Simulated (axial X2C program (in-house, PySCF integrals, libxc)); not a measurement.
**TeH⁺: nuclear properties from DFT to coupled cluster**

Calculated with an in-house all-electron X2C program for linear molecules (integrals from PySCF): two-component X2C with atomic mean-field Coulomb and Gaunt terms, Gaussian nuclei, basis Te dyall-acv3z, H dyall-av3z with contracted cores.

R = 1.674 Å (near the PBE0 minimum at charge 1 of the determinant lowest at the starting distance; the state shown can have its own minimum elsewhere); state Ω = 1 (⟨Sz⟩ = 0.99, ⟨Lz⟩ = 0.01 at PBE0).

```csv
level,Eeff magnitude (GV/cm),Ws magnitude Te (kHz),A∥/gI Te (MHz),qzz Te (a.u.),A∥/gI H (MHz)
PBE0,0.594,0.415,-1230,-3.19,-10.2
HF,1.93,1.08,-995,-3.02,-15.2
B3LYP,1.45,0.914,-1150,-3.02,-8.9
```

Eeff is the effective electric field on the electron electric dipole moment in this Ω state and Ws the scalar–pseudoscalar constant of the nucleus named (defined with the proton number Z and per Ω); A∥ (defined per Ω) follows by multiplying with gI = μI/(I μN); qzz is the electric field gradient, eQq0 = 234.96 MHz × Q/barn × qzz. The operators were transformed with the bare-nucleus X2C matrices; with these basis sets, hyperfine constants and field gradients can be off by tens of per cent, and where levels differ in sign neither size nor sign is settled.

Finite-field MP2, CCSD and CCSD(T), with 16 electrons correlated in 130 natural virtual spinors (MP2 remainder added):

| level | Eeff magnitude (GV/cm) | Ws magnitude Te (kHz) | A∥/gI Te (MHz) | qzz Te (a.u.) | A∥/gI H (MHz) |
| --- | --- | --- | --- | --- | --- |
| MP2 | 1.33 | 0.837 | -1130 | -2.96 | -16.2 |
| CCSD | 0.763 | 0.514 | -926 | -2.91 | -11 |
| CCSD(T) | 0.964 | 0.633 | -900 | -2.92 | -10.9 |

T1 = 0.011 (Lee–Taylor). One unrestricted determinant, the lowest of a limited PBE0 search, is the reference; the functionals treat spin collinearly. With several open shells it need not be a pure state. The sign of Eeff is opposite to CCSD(T) at HF. Eeff spreads by more than a factor of two over the levels. Correlation of the inner shells is missing, which matters for properties at the nucleus. Number of frozen shells: Te 4 s, 3 p, 1 d; H none.

**Question.** By how much does correlation change each value, CCSD(T) against HF?

**Answer.** A∥/gI Te -10 %; qzz Te -3 %; A∥/gI H -28 %.
